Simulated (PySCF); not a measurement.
PySCF 2.14 calculation with GIAO PBE0/pcSseg-1 shieldings and GFN2-xTB structure; no solvent model, rapidly exchanging positions averaged, non-relativistic, one conformer.

Referencing at the same level of theory: TMS for ¹H and ¹³C. Shifts are as computed. Against solution values, carbons near 30 ppm lie about +3 ppm off and those near 130 ppm about +5 ppm; carbons on Cl a further +6 ppm. Of 1211 compounds with measured shifts, 218 miss one by over three times the rms of a fit or turn the order of signals round; such compounds aren't used in these exercises. Carbons bonded to Cl come out too deshielded.

Task: Order these molecules by the shift of their most deshielded carbon-bound hydrogen, lowest δ first.
A. FC(F)(F)Cc1ncno1
B. O=Cc1cccc(Cl)c1
C. CO[C@H]1C=NN(C)C1
D. CC(=O)c1nccpc1C

Result: C (6.24 ppm, hydrogen on a C=N carbon), A (8.54 ppm, hydrogen on an aromatic CH between two ring heteroatoms), D (9.30 ppm, hydrogen on an aromatic CH next to a ring nitrogen), B (10.12 ppm, hydrogen on an aldehyde carbonyl carbon).

Task: Order these molecules by the shift of their most shielded carbon-bound hydrogen, lowest δ first.
A. CO[C@H]1C=NN(C)C1
B. CC(=O)c1nccpc1C
C. FC(F)(F)Cc1ncno1
D. O=Cc1cccc(Cl)c1

Result: A (2.63 ppm, hydrogen on an sp3 CH2 bonded to N), B (3.03 ppm, hydrogen on a methyl carbon α to a carbonyl), C (3.89 ppm, hydrogen on an sp3 CH2 on an aromatic ring), D (7.81 ppm, hydrogen on an aromatic CH).

Task: How many ¹³C and ¹H signals does each give (equivalence by symmetry and fast rotation, but not about amide C–N or C=N bonds)? `CO[C@H]1C=NN(C)C1`, `CC(=O)c1nccpc1C`, `FC(F)(F)Cc1ncno1`, `O=Cc1cccc(Cl)c1`

Result: CO[C@H]1C=NN(C)C1: 5 C, 6 H; CC(=O)c1nccpc1C: 7 C, 4 H; FC(F)(F)Cc1ncno1: 4 C, 2 H; O=Cc1cccc(Cl)c1: 7 C, 5 H.
